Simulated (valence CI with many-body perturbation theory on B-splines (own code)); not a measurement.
## Pb⁷⁷⁺ in brief

Level of theory: configuration interaction combined with many-body perturbation theory (CI+MBPT): three valence electrons over a frozen Dirac-Fock core [He], radial functions for each j: 9 s, 9 p, 8 d, 6 f, 3 g, 1 h, with the one-electron correlation potential Σ1, the two-electron term Σ2, the three-electron term Σ3, Breit, model QED; selected CI, second order for the rest, scaled by the run's own slope (own B-spline code, finite nucleus).

The last digits are not significant, and no measured levels were compared; by estimate large intervals hold to a few tenths of a per cent, small ones and those within an open d or f shell to about a per cent.

Levels are named by their leading jj configuration (3d3/2^4 stands for four electrons in 3d with j = 3/2), which in mixed levels can hold well under half, so a name can repeat and another be missing.

Rates and lifetimes use the calculated energies. Strong lines usually hold to 10 to 20 %, long lifetimes can be off by a factor of two.

Problem. What is the ground level?

Solution. (2s^2 2p1/2) J=1/2, composition 100 % 2s²2p ²P°, g = 0.602.

Problem. Name the longest-lived excited levels whose lifetime is computed, and their main decay.

Solution. (2s 2p1/2 2p3/2) J=5/2 at 2627 eV lives 84.5 ps, mostly by E1 to (2s^2 2p3/2) J=3/2; (2s 2p1/2^2) J=1/2 at 326 eV lives 29.3 ps, mostly by E1 to (2s^2 2p1/2) J=1/2; (2s^2 2p3/2) J=3/2 at 2353 eV lives 5.38 ps, mostly by E1 to (2s 2p1/2^2) J=1/2.

Problem. How well does LS coupling describe the low levels?

Solution. Among the lowest 20 levels the leading LS term, summed over configurations, holds 76 % on average. For single configurations the figures are 75 % in LS and 99 % in jj coupling. Terms mix most in the J = 1/2 level at 326 eV, where the leading one holds 48 %.

Problem. Where does the other parity begin?

Solution. At (2s 2p1/2^2) J=1/2, 326 eV.

Problem. Among levels below 15215 eV, which E1 lines absorb most strongly from the ground level?

Solution. to (2s^2 3d3/2) J=3/2 at 0.08589 nm, f = 0.534; to (2s 2p1/2 2p3/2) J=3/2 at 0.4568 nm, f = 0.208; to (2s 2p1/2 3p1/2) J=3/2 at 0.08914 nm, f = 0.192.
